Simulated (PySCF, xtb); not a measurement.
ZrF4, SMILES [F][Zr]([F])([F])[F], multiplicity 1.

Harmonic wavenumbers (cm⁻¹) from xtb with GFN2-xTB at its own minimum, in rising order: 152, 152, 156, 156, 156, 518, 574, 575, 575.

What does PySCF 2.14.0 with B3LYP-D3(BJ)/def2-SVP give at its own minimum? (Estimate from the structure and the level; the computed values follow.)

157, 157, 169, 169, 169, 680, 704, 704, 704. Paired by order, the mean absolute difference is 66 cm⁻¹ and the zero-point energies are 4.3 and 5.2 kcal/mol.
